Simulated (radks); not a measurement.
Values are calculated unless marked as measured or tabulated.
Code: a radial shooting solver on a logarithmic mesh with Libxc functionals. Model: scalar-relativistic Kohn-Sham, LDA (Slater exchange, VWN5 correlation), spin-unpolarised, spherical densities, finite nucleus; Fermi nuclear charge, rms radius of each element as measured or else 0.836 A^(1/3) + 0.57 fm. Response by self-consistent Sternheimer equations with the Hartree and adiabatic LDA kernel, the relativistic mass of each level held fixed and spin-orbit coupling left out. For heavy and open-shell atoms this level of theory can miss by tens of per cent. Rank Ge, Fe, Yb+, Si3+, B+, Bi+ (NIST ground configurations) by static dipole polarisability, largest first.

Answer. Fe 53.79, Yb+ 52.72, Ge 48.01, Bi+ 27.78, B+ 10.77, Si3+ 6.246 bohr^3.
